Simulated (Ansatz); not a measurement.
Cost and result up the ladder for Pb₅Se₁₀ (15 atoms). Total charge 0; singlet. Geometry: PBE-D4/def2-SVP.

Cartesian coordinates in Å:
```
Pb 2.585 -1.680 0.808
Pb 0.008 0.305 -2.707
Pb -1.163 0.337 1.182
Pb -2.559 3.318 -1.584
Pb 3.099 1.943 -0.320
Se -1.459 -1.567 -1.025
Se -3.726 1.270 0.065
Se 2.618 -0.456 -1.740
Se 4.554 0.453 1.747
Se -2.420 -1.885 2.518
Se -0.038 -3.275 -0.182
Se 2.192 0.837 2.171
Se -3.390 0.708 -2.256
Se 0.025 2.522 -0.992
Se -0.324 -2.830 2.315
```

Ansatz on 2 threads of AMD EPYC 7R13 on a shared host and a share (18 GiB) of an NVIDIA H100 80GB HBM3. Times are rough, and most runs start from the orbitals of an earlier one. No level here is sound enough to serve as a yardstick. Binding counts from free atoms at the same level (Pb triplet, Se triplet; other spins of the atoms weren't run), without zero-point energy or a counterpoise term.

In the def2 sets Pb takes a core potential; there is no spin–orbit coupling. Correlated methods freeze 110 core orbitals; core or outer-core shells of Pb, Se are correlated, in sets that lack core-valence functions. The rows differ in basis, and correlated rows in double-zeta sets carry the largest basis error. Single mean-field runs in def2-SVP, def2-TZVP are fitted with def2-universal-jkfit. The structure comes from a short search, and lower isomers may exist.

Correlated methods converge slowly with the basis, most of all in double-zeta sets.

```
                        level  functions  wall time  binding energy per atom (eV)
           r2SCAN-D4/def2-SVP        450      4.5 s                          2.83
PBE-D4/def2-SVP (with forces)        450      4.8 s                          3.05
             PBE-D4/def2-TZVP        730      5.5 s                          3.05
              B97M-V/def2-SVP        450      6.5 s                          2.79
             PBE0-D4/def2-SVP        450      6.5 s                          2.84
            PBE0-D4/def2-TZVP        730      8.5 s                          2.86
                 MP2/def2-SVP        450       11 s                          2.51
             RPA@PBE/def2-SVP        450       12 s                          2.13
```
